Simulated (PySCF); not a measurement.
TDDFT excited states: C6H10OSi

Species: C6H10OSi.
SMILES: `C=C/C=C\C(=C)O[SiH3]`

Method used: TDDFT CAM-B3LYP/def2-SVPD, vertical, gas phase, core orbitals frozen in the response in PySCF. Geometry: GFN2-xTB, one conformer, isolated molecule. Torsions of this conformer, `[CH2:1]=[CH:2]/[CH:3]=[CH:4]\[C:5](=[CH2:6])[O:7][SiH3:8]`: C1–C2–C3–C4 180°, C3–C4–C5–C6 180°, C4–C5–O7–Si8 180°.

Q: What does the calculation give for the low-lying excited states?

A: 

```json
{"state": "S1", "E (eV)": "4.90", "λ (nm)": "253.0", "ν̃ (cm⁻¹)": "39530", "f": "0.905", "symmetry": "A′", "main configurations (H = HOMO, L = LUMO)": "H→L (98%)"}
{"state": "S2", "E (eV)": "5.87", "λ (nm)": "211.2", "ν̃ (cm⁻¹)": "47350", "f": "0.0047", "symmetry": "A″", "main configurations (H = HOMO, L = LUMO)": "H→L+1 (82%)"}
{"state": "S3", "E (eV)": "6.13", "λ (nm)": "202.4", "ν̃ (cm⁻¹)": "49410", "f": "0.022", "symmetry": "A′", "main configurations (H = HOMO, L = LUMO)": "H-1→L (90%)"}
{"state": "S4", "E (eV)": "6.43", "λ (nm)": "192.7", "ν̃ (cm⁻¹)": "51890", "f": "0.0025", "symmetry": "A″", "main configurations (H = HOMO, L = LUMO)": "H→L+3 (84%)"}
{"state": "S5", "E (eV)": "6.61", "λ (nm)": "187.6", "ν̃ (cm⁻¹)": "53290", "f": "0.0005", "symmetry": "–", "main configurations (H = HOMO, L = LUMO)": "H-2→L (82%), H-4→L (13%)"}
{"state": "S6", "E (eV)": "6.62", "λ (nm)": "187.2", "ν̃ (cm⁻¹)": "53430", "f": "0.0056", "symmetry": "A′", "main configurations (H = HOMO, L = LUMO)": "H→L+5 (87%)"}
{"state": "S7", "E (eV)": "6.68", "λ (nm)": "185.7", "ν̃ (cm⁻¹)": "53850", "f": "0.013", "symmetry": "A″", "main configurations (H = HOMO, L = LUMO)": "H→L+2 (78%)"}
{"state": "S8", "E (eV)": "6.76", "λ (nm)": "183.4", "ν̃ (cm⁻¹)": "54520", "f": "0.0002", "symmetry": "–", "main configurations (H = HOMO, L = LUMO)": "H→L+4 (79%)"}
```

Triplets (Tamm–Dancoff): T1 2.62 eV, H→L (92%); T2 4.05 eV, H-1→L (56%), H→L+5 (32%); T3 5.19 eV, H-3→L (35%), H-1→L+5 (16%), H-5→L (13%).

The lowest singlet lies at 4.90 eV (253 nm, ultraviolet) and is strong; its leading configuration is HOMO→LUMO (98%). The lowest level is also the most intense of those listed (f = 0.905). Löwdin shares by element: HOMO carbon 66% or more (atoms not listed hold the other 34%); LUMO carbon 65% or more (atoms not listed hold the other 35%). Orbital energies (eV): HOMO-3 -10.65, HOMO-2 -10.40, HOMO-1 -9.11, HOMO -7.38, LUMO -0.32, LUMO+1 1.05, LUMO+2 1.28. The listed states span 1.86 eV, and the widest gap between neighbours is 0.97 eV (S1 to S2). Weighted by f, the mean energy of these states is 4.97 eV. No computed singlet lies in the visible range (380 to 750 nm); the lowest, at 253 nm, stands 1.64 eV above its violet end (3.26 eV); a Tamm–Dancoff triplet lies at 474 nm, without intensity as long as spin–orbit coupling is left out. Symmetry labels in Cs follow from the direction of the transition dipole and are given only for states with f of 0.002 or more. Only the lowest 8 singlets were computed, as vertical energies without vibronic structure.
